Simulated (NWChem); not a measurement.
System: MgHOF; SMILES [OH][Mg][F]

```xyz
4

Mg     0.1412    -0.2608     0.0000
F     -0.3352    -1.9546     0.0000
O      0.6156     1.4262     0.0000
H      0.8732     2.3410     0.0000
```
Atoms are numbered in this order, from 1.

All runs: NWChem. Structure relaxed at the PBE0/def2-SVP level. Vertical excitations in the gas phase; the lowest state need not have the same character in each row.

| level | lowest excitation, singlet (eV) | oscillator strength of that lowest state | orbital gap (eV) |
|---|---|---|---|
| PBE/def2-SVP, TDA | 4.50 | 0.042 | 4.40 |
| B3LYP/def2-SVP, TDA | 5.11 | 0.047 | 6.20 |
| LDA (Slater exchange, VWN5)/def2-SVP, TDA | 4.54 | 0.042 | 4.43 |
| BHandHLYP/def2-SVP, TDA | 6.03 | 0.057 | 8.95 |
